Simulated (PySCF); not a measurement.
**Correlation energy of N (nitrogen, neutral)**

[He] 2s2 2p3, high-spin 4S determinant. Calculation: PySCF 2.14, in def2-TZVP (5s3p2d1f, 31 functions); the non-relativistic Hamiltonian (point nucleus). Frozen: 1s2; 5 electrons correlated.

MP2 pair energies summed by pair of shells (mhartree):

```
 pair  energy  share (%)
2s-2p  -61.30       64.6
2p-2p  -23.03       24.3
2s-2s  -10.53       11.1
```

Total MP2 correlation energy: -94.87 mhartree.

Same-spin part -28.89 and opposite-spin part -65.98 mhartree; SCS-MP2 scales them by 1/3 and 6/5 to -88.80 mhartree.

```tsv
level	correlation energy (mhartree)
CCSD	-110.93
(T)	-2.26
CCSD(T)	-113.19
```

Diagnostics: T1 = 0.0063, D1 = 0.0135, largest double amplitude 0.039.

Q: Is a single reference adequate?

A: Yes: T1 lies below 0.03 and no double amplitude reaches 0.07.
